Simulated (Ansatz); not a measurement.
Harmonic frequencies (cm⁻¹) at PBE0-D4/def2-TZVP from Ansatz: 628, 742, 860, 1010, 1135, 1153, 1373, 1645, 2577, 2658, 3616, 3710.

**Question.** Which molecule is it?
A. `B[Se]C`
B. `BN`
C. `OB(Cl)Cl`
D. `FB(F)[SeH]`

**Answer.** B.
